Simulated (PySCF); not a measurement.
Species: C₆H₁₃N.
Geometry (GFN2-xTB, Å), atoms numbered from 1 in this order:
```xyz
20
C6H13N angstrom
C     -1.731   -1.356    0.156
C     -0.982   -0.182   -0.487
N     -1.828    0.975   -0.745
C      0.185    0.257    0.393
C      1.376   -0.711    0.510
C      2.332    0.436    0.149
C      1.126    1.318   -0.204
H     -2.141   -1.059    1.121
H     -2.552   -1.680   -0.482
H     -1.061   -2.197    0.311
H     -0.589   -0.503   -1.461
H     -2.605    0.717   -1.343
H     -2.212    1.324    0.127
H     -0.200    0.554    1.371
H      1.526   -1.163    1.489
H      1.356   -1.497   -0.242
H      2.897    0.805    1.003
H      3.024    0.233   -0.666
H      0.977    1.443   -1.273
H      1.096    2.297    0.268
```

The closed-shell SCF was solved with PySCF and density fitting under several settings on one GFN2-xTB geometry (grid level 2 and gas phase unless stated).

| settings | basis functions | SCF cycles | E (Eh) | HOMO (eV) | LUMO (eV) | dipole (D) |
| --- | --- | --- | --- | --- | --- | --- |
| PBE0/pcSseg-1 | 184 | 12 | -290.7988 | -6.67 | 1.43 | 1.25 |
| CAM-B3LYP/def2-SVPD | 244 | 12 | -290.8282 | -8.25 | 1.42 | 1.23 |

Problem. Estimate the rows for these settings: (1) PBE0/pcSseg-0, IEF-PCM acetonitrile; (2) wB97X-D/ANO-RCC-VDZP, IEF-PCM chloroform, energy threshold 1e-07 Eh.

Solution. 
| settings | basis functions | SCF cycles | E (Eh) | HOMO (eV) | LUMO (eV) | dipole (D) |
| --- | --- | --- | --- | --- | --- | --- |
| PBE0/pcSseg-0, IEF-PCM acetonitrile | 89 | 12 | -290.1717 | -6.38 | 2.21 | 2.00 |
| wB97X-D/ANO-RCC-VDZP, IEF-PCM chloroform, energy threshold 1e-07 Eh | 163 | 8 | -291.1878 | -8.53 | 2.17 | 1.43 |

Problem. Over all rows, what range does the HOMO–LUMO gap span?

Solution. From 8.10 eV (PBE0/pcSseg-1) to 10.70 eV (wB97X-D/ANO-RCC-VDZP, IEF-PCM chloroform, energy threshold 1e-07 Eh). The functional of the narrowest has 25 % exact exchange, that of the widest range-separated exact exchange.

Problem. And the dipole moment?

Solution. From 1.23 D (CAM-B3LYP/def2-SVPD) to 2.00 D (PBE0/pcSseg-0, IEF-PCM acetonitrile); the largest is 1.63 times the smallest, and the median is 1.34 D.

wB97X-D ran without the empirical dispersion term, which would shift the total energy alone. Cycle counts include a coarse-grid stage where the run had one. ANO-RCC sets were contracted for a scalar-relativistic Hamiltonian, but ran non-relativistically here. The species at its GFN2-xTB geometry (one conformer only).
